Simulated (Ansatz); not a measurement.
Coupled-cluster diagnostics for InN₂, Ansatz.

Geometry of the doublet (r2SCAN-D4/def2-TZVP):

Cartesian coordinates in Å:
```
In -0.0066 0.0036 -0.0336
N 0.5774 -0.2690 1.9106
N -0.5708 0.2654 -1.8770
```

In the def2 sets In takes a core potential; there is no spin–orbit coupling. Correlated methods freeze 6 core orbitals; core or outer-core shells of In are correlated, in sets that lack core-valence functions. In CCSD on the charge 0 doublet the largest single amplitude is 0.21, so its Hartree–Fock determinant may place the open shell otherwise than the density functionals do. The geometry of the doublet was relaxed on an unsound state (⟨S²⟩ 1.77, where a pure state has 0.75). Another isomer (doublet) lies 7.12 eV lower at PBE0-D4/def2-TZVP; other spin states weren't run for this one.

Estimate the CCSD(T) correlation energy, the shares of MP2 and (T), T1 and the reference's ⟨S²⟩ for: charge 0, doublet, own geometry in def2-TZVPP; and the rough time on 4 threads of Intel Xeon Platinum 8488C on a shared host.


```json
{"state": "charge 0, doublet, own geometry", "basis": "def2-TZVPP", "correlation (eV)": "-16.490", "MP2 share (%)": "88.6", "(T) share (%)": "4.4", "T1": "0.063", "⟨S²⟩ (pure)": "2.51 (0.75)", "wall time": "8.5 s", "remarks": "large T1 (0.063), spin-contaminated (⟨S²⟩ 2.51)"}
```
Customary marks for T1 are 0.02 (closed shells), 0.045 (open shells) and about 0.05 (3d metals). T1 exceeds 0.02 in 1 of 1 rows and 0.045 in 1; the higher it lies, the less the single-reference result can be trusted.
